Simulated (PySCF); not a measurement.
CH₅Cl₂NSi, SMILES CN[SiH](Cl)Cl.

Coordinates come from a PBE0-D3(BJ)/def2-SVP optimisation. One conformer was computed; it need not be the lowest.

All values below come from PySCF 2.14.0 with TDDFT-PBE/def2-SVPD.

Vertical excitations. 

### Question
List the lowest excited states. (The exact figures need the calculation; the answer reports its results.)

### Answer

```tsv
state	energy (eV)	λ (nm)	f	main pairs
S1	5.43	228	0.002	HOMO→LUMO 100 %
S2	5.98	207	0.027	HOMO→LUMO+1 89 %
S3	6.22	199	0.011	HOMO→LUMO+2 87 %
S4	6.70	185	0.034	HOMO→LUMO+3 95 %
S5	6.87	180	0.038	HOMO→LUMO+4 94 %
S6	6.96	178	0.003	HOMO→LUMO+5 99 %
S7	7.11	174	0.009	HOMO−1→LUMO 62 %, HOMO−2→LUMO 30 %
S8	7.24	171	0.023	HOMO−2→LUMO 63 %, HOMO−1→LUMO 24 %
S9	7.44	167	0.003	HOMO−3→LUMO 78 %, HOMO−1→LUMO+1 19 %
S10	7.50	165	0.057	HOMO−1→LUMO+1 66 %, HOMO−3→LUMO 18 %
T1	5.34	232	0	HOMO→LUMO 100 %
T2	5.62	221	0	HOMO→LUMO+1 99 %
T3	5.99	207	0	HOMO→LUMO+2 98 %
T4	6.43	193	0	HOMO→LUMO+3 96 %
```
Triplets are in the Tamm–Dancoff approximation, which puts them higher than full response would, so one can lie above its singlet here.
